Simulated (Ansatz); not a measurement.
Mulliken charges of C2H4OSSi (`OC1=C[SiH]1S`) from B3LYP/def2-TZVPP in Ansatz (PBE0-D4/def2-TZVP geometry).

| atom | x (Å) | y (Å) | z (Å) | charge (e) |
| --- | --- | --- | --- | --- |
| O1 | -0.809 | 0.291 | 1.985 | -0.270 |
| C2 | -0.120 | 0.015 | 0.880 | 0.062 |
| C3 | 0.985 | 0.463 | 0.257 | -0.248 |
| Si4 | 0.182 | -0.861 | -0.656 | 0.367 |
| S5 | -0.923 | -0.612 | -2.457 | -0.263 |
| H6 | -0.385 | 1.022 | 2.454 | 0.193 |
| H7 | 1.734 | 1.226 | 0.436 | 0.122 |
| H8 | 0.682 | -2.253 | -0.725 | -0.075 |
| H9 | -1.256 | 0.662 | -2.191 | 0.111 |

Question: By hand: the dipole of these point charges (1 e Å = 4.8032 D).

Answer: Σ q r = (0.223, 0.242, 0.198) e Å, of length 0.384 e Å = 1.84 D.

Question: How does the dipole of the full density compare? (Estimate.)

Answer: Computed: (0.187, 0.374, 0.251) e Å, 2.34 D; the point charges give 0.79 times that, at 14° from its direction.

Point charges leave out the atoms' own dipoles, such as those of lone pairs, and Mulliken's split depends on the basis, so the two needn't agree.

B3LYP here is the variant with VWN-RPA as its local correlation; programs differ in this.
